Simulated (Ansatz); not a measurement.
Ansatz (an electronic-structure program) input (CCSD(T)/aug-cc-pV(D+d)Z):
A basis named .json is the Basis Set Exchange file of that set.

Ansatz 0.2 input:
```yaml
crystal:
  periodic: [false, false, false]
  atoms:
    - {symbol: Si, position_ang: [-0.03776263, -0.00557423, 0.32102313]}
    - {symbol: F, position_ang: [-0.68530069, 1.29659503, -0.29329338]}
    - {symbol: F, position_ang: [1.49422104, -0.02325141, -0.05982940]}
    - {symbol: F, position_ang: [-0.72707839, -1.26126273, -0.34262232]}
    - {symbol: H, position_ang: [-0.20790089, -0.03068876, 1.76738212]}
basis:
  gaussian:
    orbitals: aug-cc-pV_D+d_Z.json
magnetization: {spin_polarized: false}
correlation: {method: ccsd_t, electrons: outside_noble_gas}
output: {forces: true}
```

End of the output:

```
mean field evaluation 1: about -15999.5426 eV, gradient 4.0e1 eV
mean field evaluation 2: about -15999.7002 eV, gradient 4.1e1 eV
mean field evaluation 4: about -16002.4453 eV, gradient 2.0e0 eV
mean field evaluation 8: about -16002.4716 eV, gradient 8.3e-2 eV
mean field evaluation 16: about -16001.3718 eV, gradient 2.4e1 eV
mean field -16002.47165811 eV, -588.0799865707 hartree, gradient 2.5e-6 eV, S^2 0.000000; 0 other end points of the search recorded, 0 dependent functions left out
8 core orbitals not correlated
reference -16002.47165811 eV, -588.0799865707 hartree; 13, 13 occupied and 89, 89 virtual orbitals, 1058 factors
densities: 4.11 GiB planned
second order -19.33134884 eV of doubles, -0.00000000 eV of singles
coupled cluster: 2.83 GiB planned
cycle   1  -19.15135978 eV  change    1.8e-1 eV  update   1.0e-1
cycle   2  -19.55592853 eV  change   -4.0e-1 eV  update   2.7e-2
cycle   3  -19.65517153 eV  change   -9.9e-2 eV  update   1.4e-2
cycle   4  -19.64642377 eV  change    8.7e-3 eV  update   2.3e-3
cycle   5  -19.64381431 eV  change    2.6e-3 eV  update   9.9e-4
cycle   6  -19.64449772 eV  change   -6.8e-4 eV  update   2.6e-4
cycle   7  -19.64450001 eV  change   -2.3e-6 eV  update   8.6e-5
cycle   8  -19.64442538 eV  change    7.5e-5 eV  update   2.2e-5
cycle   9  -19.64442200 eV  change    3.4e-6 eV  update   6.4e-6
perturbative correction -0.44041920 eV, -0.0161851071 hartree
the calculation of the forces begins
0.59 GiB of device memory are held for the factors and their scratch space
Total energy: -16022.55649931 eV, -588.8180908710 hartree
Atom 0 at    -0.037763    -0.005574     0.321023 Å, force    -0.110555    -0.016319     0.939835 eV/Å
Atom 1 at    -0.685301     1.296595    -0.293293 Å, force    -0.379992     0.769126    -0.382301 eV/Å
Atom 2 at     1.494221    -0.023251    -0.059829 Å, force     0.906773    -0.010096    -0.244467 eV/Å
Atom 3 at    -0.727078    -1.261263    -0.342622 Å, force    -0.404657    -0.741003    -0.411424 eV/Å
Atom 4 at    -0.207901    -0.030689     1.767382 Å, force    -0.011570    -0.001708     0.098356 eV/Å
Dipole moment:    -0.033743    -0.004981     0.286848 e Å
```
